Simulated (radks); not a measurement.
Problem. P, 15 electrons, occupied as [Ne] 3s1 3p4 (not the ground configuration). Method: scalar-relativistic Kohn-Sham, r2SCAN, spin-polarised, spherical densities, finite nucleus; open shells are filled with parallel spins first; meta-GGA in the generalised Kohn-Sham scheme; Fermi nuclear charge, rms radius 3.1889 fm; computed with a radial shooting solver on a logarithmic mesh with Libxc functionals. Some entries of the table are withheld. Estimate them.

orbital,occ.,eigenvalue (eV),<r^2> (bohr^2)
1s up,1,-2098.073,0.01445
1s down,1,-2097.542,0.01445
2s up,1,-179.8828,(1)
2s down,1,-179.4902,(2)
2p up,3,-128.4943,0.2943
2p down,3,-127.8609,0.2935
3s up,1,-16.9125,4.018
3s down,0,-11.9472,4.615
3p up,3,(3),5.838
3p down,1,(4),8.338

Solution. 
(1) 2s up <r^2> (bohr^2): 0.3190
(2) 2s down <r^2> (bohr^2): 0.3191
(3) 3p up eigenvalue (eV): -7.5859
(4) 3p down eigenvalue (eV): -3.9014
